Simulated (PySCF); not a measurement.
CH9NSi4.
Structure used (PBE0-D3(BJ)/def2-SVP), in Å, numbered top down from 1:
```
atom  x, y, z in Å
N1    -1.957    1.307    1.877
C2    -1.967    1.014    0.755
Si3   -1.876    0.483   -1.029
Si4   -0.429   -1.374   -1.078
Si5    0.983   -1.143    0.782
Si6    1.977    0.981    0.668
H7    -1.328    1.648   -1.781
H8    -3.272    0.196   -1.466
H9    -1.240   -2.630   -1.039
H10    0.338   -1.330   -2.362
H11    0.145   -1.274    2.013
H12    2.026   -2.216    0.782
H13    3.114    0.930   -0.303
H14    0.981    1.978    0.171
H15    2.487    1.413    2.003
```

Level of theory: PBE0-D3(BJ)/def2-SVP geometry optimisation, gas phase in PySCF.

Take the most abundant isotopes and a rigid rotor. The values belong to one conformer with, in the numbering `[N:1]#[C:2][SiH2:3][SiH2:4][SiH2:5][SiH3:6]`, C2–Si3–Si4–Si5 -26°, Si3–Si4–Si5–Si6 -54°.

(1) What are A, B and C (cm⁻¹)?

(2) What kind of rotor is it?

(3) What does the inertial defect say?

(4) Predict some low-J microwave lines.

(5) Estimate the classical rotational partition function at 25 K, 298.15 K and 500 K.

## Answers

(1) Ia = 325.66, Ib = 480.53, Ic = 635.63 u·Å²; 505379 MHz·u·Å²/I gives 1552, 1052 and 795.1 MHz, that is A = 0.05177, B = 0.03508, C = 0.02652 cm⁻¹.

(2) An asymmetric top; Ray's κ = -0.322.

(3) Not planar: Δ = Ic − Ia − Ib = -170.55 u·Å². For a rigid frame Δ = −2 Σ m c², so Σ m c² = 85.27 u·Å² lies off the ab plane: 18.55 from hydrogen and 66.73 from heavier atoms. The atom farthest from that plane is 2.09 Å away.

(4) The dipole components are |μa| = 0.03 D, |μb| = 2.74 D, |μc| = 1.46 D. The squared components, which scale the intensities, stand as 0.00 : 1.00 : 0.28 (a : b : c). Some lines, for components of 0.1 D or more:

```tsv
type	branch	J(Ka,Kc)	MHz	lower level (cm⁻¹)
c	Q	1(1,1) ← 1(0,1)	500	0.062
c	Q	4(3,2) ← 4(2,2)	2482	0.727
b	Q	3(3,1) ← 3(2,2)	3185	0.453
b	Q	5(4,1) ← 5(3,2)	3992	1.135
b	R	3(1,2) ← 2(2,1)	4368	0.269
b	R	2(2,0) ← 1(1,1)	5784	0.078
c	R	3(1,2) ← 2(0,2)	6958	0.182
b	R	5(1,4) ← 4(2,3)	8602	0.698
c	R	4(3,2) ← 3(2,2)	10690	0.453
b	R	5(3,3) ← 4(2,2)	11861	0.727
c	R	5(5,1) ← 4(4,1)	14904	0.953
```

(5) Point group C1, symmetry number σ = 1; q = (√π/σ)·√((kT/h)³/(ABC)), k/h = 20836.6 MHz/K: 18500 at 25 K, 762000 at 298.15 K, 1650000 at 500 K.

No frequency check. No vibrational averaging or centrifugal distortion is included, and the geometry carries the error of its method. A rigid rotor knows nothing of internal rotation, which can split or shift real lines. Quadrupole hyperfine structure (14N) is left out.

Hardware: Arm Neoverse V2, one thread, no GPU, on a shared host. Cost: 2.9 min of wall time, 0.59 GiB resident at most. That covers the optimisation of the geometry.
